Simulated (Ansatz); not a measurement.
Reaction (ligand exchange at the Si–C bond): `C=C=C[SiH2]C` + `N[SiH3]` → `C[SiH2]N[SiH3]` + `C=C=C`

Computed with Ansatz on PBE0-D4/def2-TZVP structures; ΔE is electronic, products minus reactants. CCSD(T)/CBS adds triple-zeta CCSD(T) − MP2 to the extrapolated MP2 energy (def2 sets, frozen cores). This one scheme is used for every species. DFT in def2-TZVPP. Each species was taken in one conformer, which may not be the lowest.

```
             level  ΔE (kJ/mol)
         r2SCAN-D4        -40.2
               PBE        -36.0
SCS-MP2/def2-TZVPP        -44.9
     HF/def2-QZVPP        -53.5
```

Q: What does CCSD(T)/CBS give? (An estimate is asked.)

A: Ansatz gave: -44.5 kJ/mol. The listed levels differ from it by 4.3, 8.5, -0.4, -9.0 kJ/mol.

Largest T1 diagnostic among the species: 0.012.

In def2-TZVPP, CCSD(T) changes the Hartree–Fock value by +8.2 kJ/mol (the triples alone add +1.9 kJ/mol) and MP2 by +11.0 kJ/mol.
